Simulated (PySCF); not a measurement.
Correlation energy of In- (indium, charge -1)

[Kr] 4d10 5s2 5p2, high-spin 3P determinant. Calculation: PySCF 2.14, in x2c-TZVPPall with one added diffuse shell each of s, p, d, f type (9s7p5d3f, 76 functions); scalar relativity by spin-free X2C-1e. Frozen: [Ar] 3d10; 22 electrons correlated.

MP2 pair energies summed by pair of shells (mhartree):

```csv
pair,energy,share (%)
4d-4d,-170.19,44.4
4p-4d,-55.89,14.6
4d-5s,-55.39,14.5
5s-5p,-21.13,5.5
4d-5p,-17.21,4.5
4p-4p,-16.82,4.4
5s-5s,-14.57,3.8
4s-4d,-10.65,2.8
4s-4p,-8.18,2.1
4p-5s,-5.65,1.5
5p-5p,-3.99,1.0
4s-4s,-1.47,0.4
4p-5p,-1.25,0.3
4s-5s,-0.43,0.1
4s-5p,-0.11,0.0
```

Total MP2 correlation energy: -382.92 mhartree.

Same-spin part -135.25 and opposite-spin part -247.67 mhartree; SCS-MP2 scales them by 1/3 and 6/5 to -342.29 mhartree.

This basis was not built for core-valence correlation, so the inner-shell part is incomplete.
